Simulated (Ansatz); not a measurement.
System: sum formula BH$_{3}$S$_{3}$, net charge 0, singlet state. 
Geometry from a B3LYP-D3(BJ)/def2-TZVP (Ansatz, a quantum-chemistry and plane-wave program) optimisation:
```xyz
7

S      1.3678    -1.1528    -0.2197
B     -0.0061     0.0105    -0.0032
S     -1.2405    -0.3290     1.2730
S      0.0074     1.4315    -1.1243
H      1.0136    -2.0175     0.7458
H     -2.0310     0.7403     1.0851
H     -1.1078     2.0304    -0.6788
```

Computed values are from Ansatz. Correlated levels leave the core frozen unless marked. UHF or UKS for open shells. Spin-orbit coupling is left out. Non-relativistic. CBS marks a two-point X^-3 extrapolation of the correlation energy; Hartree-Fock from the larger set (for Q and 5 zeta extrapolated as (X+1)exp(-9√X)). [CCSD(T)-MP2]/basis is that difference in the basis named.

```yaml
atomisation energy De: 544.6 kcal/mol at CCSD(T)/CBS(cc-pV(Q+d)Z,cc-pV(5+d)Z)
vertical ionisation energy (to the doublet): 9.91 eV at RI-MP2/CBS(aug-cc-pV(T+d)Z,aug-cc-pV(Q+d)Z)+[CCSD(T)-MP2]/aug-cc-pV(T+d)Z
vertical_triplet_singlet_gap: 5.29 eV at RI-MP2/CBS(aug-cc-pV(T+d)Z,aug-cc-pV(Q+d)Z)+[CCSD(T)-MP2]/aug-cc-pV(T+d)Z
total_energy: -1219.9964 Eh at CCSD(T)/CBS(cc-pV(Q+d)Z,cc-pV(5+d)Z)
dipole_moment: 1.51 D at CCSD(T)/aug-cc-pV(D+d)Z
T1 diagnostic: 0.014 at CCSD/cc-pV(5+d)Z
```
